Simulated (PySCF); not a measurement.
# Bond energies at MP2/def2-TZVPP beside a composite method

PySCF, lowest determinants of a PBE0 search. The composite is CCSD(T) extrapolated to the basis-set limit from two correlation-consistent sets, with core-valence (CV) and scalar-relativistic (SR) terms as its label shows; it has no spin–orbit coupling and nothing beyond (T).

```tsv
species	state (unpaired electrons)	De MP2 (eV)	De composite (eV)	composite	dissociates to
Se2	triplet (π ↑↑)	3.56	3.55	CCSD(T)/CBS(TQ)	Se + Se
SbCl	triplet (π ↑↑)	2.93	3.04	CCSD(T)/CBS(DT)	Sb + Cl
CO	singlet (closed shell)	11.51	11.26	CCSD(T)/CBS(TQ)+CV+SR	C + O
BBr	singlet (closed shell)	4.62	4.58	CCSD(T)/CBS(TQ)+CV	B + Br
CH	doublet (π ↑)	3.39	3.65	CCSD(T)/CBS(TQ)+CV+SR	H + C
BeCl	doublet (σ ↑)	4.17	4.00	CCSD(T)/CBS(TQ)+CV+SR	Be + Cl
BiH	triplet (π ↑↑)	2.08	2.43	CCSD(T)/CBS(DT)	Bi + H
LiH	singlet (closed shell)	2.18	2.51	CCSD(T)/CBS(TQ)+CV+SR	Li + H
```

Question: Does MP2 bind more or less than the composite, by how much on average, and where is the difference largest?

Answer: MP2/def2-TZVPP binds less on average, method and basis taken together: the mean signed difference is -0.07 eV and the mean absolute one 0.19 eV; it is largest for BiH (-0.35 eV).

The molecules are drawn from runs that passed checks on state, spin purity and fit, so the hardest cases are missing and the errors look smaller than over all diatomics.

Correlated steps freeze the inner cores (0 to 18 orbitals); shallow outer-core shells are correlated. UHF and ROHF references stand side by side, which adds small steps between rows. Spin–orbit coupling is left out, which matters for elements this heavy, above all for dissociation energies. Where the molecule has an RHF reference, its open-shell atoms are computed with UHF. States were picked by a PBE0 search and need not be the measured ground states.
